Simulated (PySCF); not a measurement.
Species: C₇H₈NS (doublet state).
Bonds: N1–C2, C2–C3, C3–C4 (aromatic), C4–C5 (aromatic), C5–C6 (aromatic), C6–S7, C6–C8 (aromatic), C8–C9 (aromatic), C3–C9 (aromatic). Hydrogens: H10, H11 on N1; H12, H13 on C2; H14 on C4; H15 on C5; H16 on C8; H17 on C9.

Identity: `NCC1=CC=C([S])C=C1` [radical].

The calculation used UKS B3LYP, pcH-1 on C H N S, non-relativistic, mean-field spin-orbit, GIAO in PySCF. One conformer (not necessarily the lowest) at the GFN2-xTB geometry, without solvent, vibrations or thermal averaging. A GFN2-xTB geometry isn't a minimum of the functional, and hyperfine couplings can be far from their values at a DFT geometry, by a factor of two or more for some ions and for spin on atoms past the first row.

Output of the driver script. Atoms in this output count from 0.

```
UKS, coarse grid
  cycle   1  E = -724.44252354  |g| = 3.25e-01
  cycle   2  E = -724.44212828  |g| = 3.53e-01
  cycle   3  E = -724.49726476  |g| = 8.30e-02
  cycle   4  E = -724.49990309  |g| = 3.66e-02
  cycle   5  E = -724.50059260  |g| = 1.12e-02
  cycle   6  E = -724.50066983  |g| = 9.24e-03
  cycle   7  E = -724.50072774  |g| = 2.23e-03
  cycle   8  E = -724.50073400  |g| = 2.11e-03
  cycle   9  E = -724.50073759  |g| = 3.98e-04
UKS, final grid
  cycle   1  E = -724.50069043  |g| = 3.91e-04
  cycle   2  E = -724.50069049  |g| = 5.39e-04
  cycle   3  E = -724.50069065  |g| = 1.36e-04
  cycle   4  E = -724.50069069  |g| = 1.34e-04
  cycle   5  E = -724.50069072  |g| = 4.27e-05
  cycle   6  E = -724.50069072  |g| = 1.13e-05
E = -724.50069072 Eh   <S^2> = 0.7651 (exact 0.7500)
g shifts (ppm)      1          2          3
  rmc          -209       -209       -209
  gc             -1         51         44
  oz_so          70      10355     142871
  total        -140      10197     142706
hyperfine (MHz)  atom isotope    a_iso     a_fc   dipolar eigenvalues
    0   14N      -0.05      -0.05     -1.78     -1.77      3.55
    1   13C      -6.54      -6.54     -0.41      0.03      0.38
    2   13C      17.79      17.79    -15.91    -14.79     30.70
    3   13C     -13.95     -13.95     -9.95      4.47      5.47
    4   13C      11.89      11.89    -11.93    -11.56     23.48
    5   13C     -22.01     -22.01     -5.12      1.78      3.33
    6   33S      14.88      14.88    -68.19    -67.79    135.98
    7   13C      12.11      12.11    -12.16    -11.80     23.96
    8   13C     -14.03     -14.03     -9.93      4.46      5.47
    9    1H      -2.04      -2.04     -2.61     -0.09      2.69
   10    1H      -2.00      -2.00     -2.58     -0.13      2.71
   11    1H       3.32       3.32     -1.30     -0.64      1.94
   12    1H       1.94       1.94     -1.29     -0.65      1.93
   13    1H       3.90       3.90     -1.76     -0.30      2.06
   14    1H     -10.24     -10.24     -3.08     -2.15      5.23
   15    1H     -10.42     -10.42     -3.20     -2.15      5.34
   16    1H       3.89       3.89     -1.77     -0.28      2.05
```

The run flagged its g tensor. What set off the flag, and which results does it touch?

The largest g shift is +0.143, past the limit of 0.03 at which the run flags a species of elements up to argon. The orbital-Zeeman/spin–orbit term is second order, a sum of spin–orbit matrix elements over excitation energies, so it grows and becomes less reliable as an excited state comes close; a shift of this size calls for a check with another method. The contact and dipolar couplings don't rest on that expansion, but they belong to the state that the SCF found, and a close-lying state with the spin in another orbital would have other couplings; no stability test was run. The run left out the spin–orbit part of the hyperfine coupling.

Where is the spin in this solution (atoms counted from 1)?

The largest Mulliken spin populations are on S7 (+0.74), C3 (+0.20), C8 (+0.15) and C5 (+0.15). The positive populations add up to 1.28 and the negative ones to -0.28, together 2S = 1. ⟨S²⟩ = 0.7651 against the exact 0.7500, 2.0 % above the value of a pure doublet state. 

Average a_iso over equivalent nuclei, turn it into first-order splittings with g = 2.0023, and give the multiplets for abundant isotopes (0.05 mT or more).

```csv
nuclei (from 1),isotope,I,position,a_iso (MHz),|a| (mT),splits into
H15/H16,1H,1/2,"3 bonds from S7, on C5 of spin population +0.15",-10.3,0.37,1:2:1 triplet
H14/H17,1H,1/2,4 bonds from S7,3.9,0.14,1:2:1 triplet
H12/H13,1H,1/2,6 bonds from S7,2.6,0.09,1:2:1 triplet
H10/H11,1H,1/2,7 bonds from S7,-2.0,0.07,1:2:1 triplet
```

Class means assume fast exchange of nuclei equivalent by connectivity; if that motion is slow, each nucleus keeps its own coupling.

Hardware: one thread of an Arm Neoverse V2, shared host with 96 logical CPUs at a one-minute load of 66. Cost: 2.1 min (with the writing of density and orbital grids), 1.1 GiB resident at most.
